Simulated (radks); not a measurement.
Isoelectronic series with 62 electrons, all held in the configuration [Xe] 4f6 6s2, which need not be the ground one along the series. All-electron calculation, scalar-relativistic Kohn-Sham, PBE, spin-unpolarised, spherical densities, point nucleus. Program: a radial shooting solver on a logarithmic mesh with Libxc functionals. Total energies (hartree) and orbital eigenvalues (eV):

ion    E (hartree)         4f         6s
Sm     -10427.2126    -2.4716    -3.5829
Eu+    -10843.7130   -16.9570   -10.0763
Gd2+   -11269.9402   -35.1298   -18.1267
Tb3+   -11705.9166   -56.1705   -27.4713
Dy4+   -12151.6853   -79.7379   -37.9881
Ho5+   -12607.3007  -105.6356   -49.6054
Er6+   -13072.8245  -133.7342   -62.2759
Tm7+   -13548.3249  -163.9418   -75.9666
Yb8+   -14033.8752  -196.1897   -90.6534
Lu9+   -14529.5535  -230.4253  -106.3185
Hf10+  -15035.4423  -266.6065  -122.9485
Ta11+  -15551.6286  -304.6995  -140.5335
W12+   -16078.2035  -344.6765  -159.0662

4f drops below 6s between Sm and Eu+.
